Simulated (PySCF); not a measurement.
Bi(Et)(OH)2, SMILES C[CH2][Bi]([OH])[OH], B3LYP/def2-SVP optimised geometry.

```
12

Bi    -1.25    -0.76     0.00
C      1.08    -0.76     0.00
C      1.67    -0.47    -1.37
H      1.38    -1.75     0.37
H      1.37    -0.01     0.76
H      1.41     0.54    -1.72
H      1.32    -1.19    -2.13
H      2.78    -0.52    -1.36
O     -1.43    -1.14    -2.07
H     -0.90    -0.51    -2.59
O     -1.38     1.35     0.00
H     -0.56     1.75    -0.31
```

Density from PySCF with B3LYP/def2-TZVP, def2 effective core potentials past Kr at that geometry. The core electrons that the potentials of Bi replace are not part of the density.

Minimum of the electron density along straight lines between bonded atoms, close to the bond critical point (lines longer than 1.1 times the sum of covalent radii, or with two minima, are not listed):

| bond | length / Å | ρ at the minimum / e bohr⁻³ | ∇²ρ there / e bohr⁻⁵ | position (fraction from the first atom) |
|---|---|---|---|---|
| Bi1–C2 | 2.323 | ? | ? | 0.53 |
| C2–C3 | 1.525 | ? | -0.59 | 0.50 |
| C2–H4 | 1.103 | 0.270 | -0.89 | 0.64 |
| C2–H5 | 1.103 | 0.270 | -0.89 | 0.64 |
| C3–H6 | 1.104 | 0.271 | -0.90 | 0.64 |
| C3–H7 | 1.102 | 0.274 | -0.93 | 0.64 |
| C3–H8 | 1.104 | 0.271 | -0.90 | 0.64 |
| Bi1–O9 | 2.115 | 0.104 | 0.32 | 0.53 |
| O9–H10 | 0.969 | 0.352 | -2.27 | 0.80 |
| Bi1–O11 | 2.113 | 0.105 | 0.32 | 0.53 |
| O11–H12 | 0.969 | 0.353 | -2.27 | 0.79 |

What belongs in the gaps?


- Bi1–C2, ρ at the minimum / e bohr⁻³: 0.092
- Bi1–C2, ∇²ρ there / e bohr⁻⁵: 0.05
- C2–C3, ρ at the minimum / e bohr⁻³: 0.244
